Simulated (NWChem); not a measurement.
# BH₃SO₂; SMILES OB(S)O

```xyz
7

B     -0.0156     0.4499     0.0000
O     -1.2247     1.0747     0.0000
H     -1.1935     2.0352     0.0000
O      1.1984     1.0710     0.0000
H      1.1654     2.0323     0.0000
S     -0.0603    -1.3731     0.0000
H      1.2814    -1.5119     0.0000
```
Atoms are numbered in this order, from 1.

The geometry was optimised at PBE0/def2-SVP.

Symmetry labels are those of Cs in the frame above (b1 and b2, or b-type labels, depend on it). States above −ε(HOMO) = 7.2 eV lie in this functional's continuum and hang on the basis.

Q: List the 4 lowest vertical singlet excitations from B3LYP/def2-SVPD, TDA (NWChem).

A: 
```json
[
 {"state": "S1", "energy (eV)": "5.51", "oscillator strength": "0.006", "symmetry": "a\"", "leading excitation (squared amplitude)": "HOMO → LUMO (0.99)"},
 {"state": "S2", "energy (eV)": "6.42", "oscillator strength": "0.012", "symmetry": "a\"", "leading excitation (squared amplitude)": "HOMO → LUMO+1 (0.91)"},
 {"state": "S3", "energy (eV)": "7.14", "oscillator strength": "0.049", "symmetry": "a\"", "leading excitation (squared amplitude)": "HOMO → LUMO+2 (0.69)"},
 {"state": "S4", "energy (eV)": "7.31", "oscillator strength": "0.103", "symmetry": "a'", "leading excitation (squared amplitude)": "HOMO → LUMO+3 (0.79)"}
]
```
